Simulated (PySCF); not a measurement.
A calculated (PBE, PySCF 2.14, x2c-SVPall, the spin-free X2C one-electron Hamiltonian (Gaussian nucleus)) atom or ion has these occupied shells.

| shell | electrons | orbital energy (eV) | rms radius, mean of both spins (bohr) |
| --- | --- | --- | --- |
| 1s α | 1 | -5897.8 | 0.0735 |
| 1s β | 1 | -5897.8 | 0.0735 |
| 2s α | 1 | -689.22 | 0.318 |
| 2s β | 1 | -687.78 | 0.318 |
| 2p α | 3 | -582.89 | 0.288 |
| 2p β | 3 | -581.77 | 0.288 |
| 3s α | 1 | -96.818 | 0.965 |
| 3s β | 1 | -92.763 | 0.965 |
| 3p α | 3 | -68.125 | 1.04 |
| 3p β | 3 | -64.115 | 1.04 |
| 3d α | 4 | -24.350 | 1.37 |

(1) Name the element and its charge.

## Answers

(1) Cr(2+) (chromium, charge +2), in [Ar] 3d4, high-spin 5D determinant.
